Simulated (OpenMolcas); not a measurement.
**Tc2+: effect of the IPEA shift**

```
Program             : OpenMolcas
Basis               : ANO-RCC-VTZP [7s6p4d2f1g]
Scalar Hamiltonian  : DKH2, point nucleus
Active space        : 5 electrons in 5 orbitals (4d)
State averaging     : 2S+1 = 6 even, 1 root; 2S+1 = 4 even, 24 roots; 2S+1 = 2 even, 75 roots
Spin-orbit coupling : state interaction with AMFI integrals over the reference wave functions, term energies averaged over their components
```

Methods on the same reference wave functions:
A. CASSCF
B. MS-CASPT2, IPEA 0 Eh, imaginary shift 0.1 Eh (closed shells correlated: 4s 4p)
C. MS-CASPT2, IPEA 0.25 Eh, imaginary shift 0.1 Eh (closed shells correlated: 4s 4p)

Energies in cm⁻¹ above 4d⁵ ⁶S_5/2.

| Level | A | B | C |
| --- | --- | --- | --- |
| 4d⁵ ⁶S_5/2 | 0.0 | 0.0 | 0.0 |
| 4d⁵ ⁴G_5/2 | 24405 | 20570 | 20760 |
| 4d⁵ ⁴G_7/2 | 24525 | 20720 | 20900 |
| 4d⁵ ⁴G_11/2 | 24558 | 20780 | 20950 |
| 4d⁵ ⁴G_9/2 | 24597 | 20820 | 20980 |
| 4d⁵ ⁴P_5/2 [60 %] | 27751 | 22420 | 22830 |
| 4d⁵ ⁴P_3/2 [63 %] | 28041 | 22740 | 23150 |
| 4d⁵ ⁴P_1/2 [75 %] | 28426 | 23220 | 23650 |
| 4d⁵ ⁴D_7/2 | 30183 | 24300 | 24600 |
| 4d⁵ ⁴D_1/2 | 30587 | 24830 | 25170 |
| 4d⁵ ⁴D_3/2 [62 %] | 30882 | 25220 | 25580 |
| 4d⁵ ⁴D_5/2 [62 %] | 30908 | 25220 | 25590 |
| 4d⁵ ²I_11/2 | 34976 | 30470 | 30860 |
| 4d⁵ ²I_13/2 | 35255 | 30810 | 31180 |
| 4d⁵ ²D_5/2(1) [55 %] | 38541 | 31500 | 32490 |
| 4d⁵ ²D_3/2(1) [61 %] | 39451 | 32260 | 33130 |
| 4d⁵ ⁴F_7/2 [51 %] | 40477 | 33490 | 34050 |
| 4d⁵ ⁴F_9/2 | 40554 | 33590 | 34020 |
| 4d⁵ ⁴F_5/2 | 40908 | 34010 | 34420 |
| 4d⁵ ²F_7/2(1) [55 %] | 41195 | 34380 | 35170 |
| 4d⁵ ⁴F_3/2 [61 %] | 41644 | 34650 | 35220 |
| 4d⁵ ²F_5/2(1) [51 %] | 42935 | 35880 | 36880 |
| 4d⁵ ²H_11/2 | 43701 | 37680 | 38400 |
| 4d⁵ ²G_7/2(1) | 44329 | 36710 | 37670 |

Between B and C the level of the table that moves most is 4d⁵ ²F_5/2(1) [51 %], by 1000 cm-1 (lowest in B, highest in C). Moves below CASPT2's spread within the term are not significant.

From A to B the spin-free energies of the other terms of 4d⁵ shown, above ⁶S, scale by factors of 0.81 to 0.87, as is usual when dynamic correlation screens the repulsion within a d or f shell.

The lowest spin-free term lies below A's lowest term by 0.377 hartree in B, 0.362 hartree in C.

CASPT2 does not keep the components of a term degenerate, so their means are used; among the terms shown or strongly mixed into the levels shown the widest spread is 870 cm-1 (4d⁵ ⁴F, C). Levels of configurations with an s electron are missing; early in the row they begin among the upper levels of the d shell and mix with terms of their name. Without dynamic correlation excited terms often stand tens of per cent too high (terms of higher spin than the ground term too low), and those without a measured partner can miss by more than the paired ones (holds for A). Blocks of more than 70 roots (2S+1 = 2 even) ran without multistate coupling (holds for B; C). The CASPT2 spread within a term exceeds the gap to the next term for 4d⁵ ²D(1) and 4d⁵ ⁴F, 4d⁵ ⁴F and 4d⁵ ²F(1), so the order of their levels is uncertain, and so are names and mixing where such terms share a J (holds for C). Levels of configurations outside the active space are missing. The table leaves out levels that lie high or whose names do not pair safely across all columns.

A share in square brackets marks a mixed level and gives the weight of the term that names it, the lowest over the columns. A number in round brackets counts repeated terms of one configuration in the order of the reference energies.
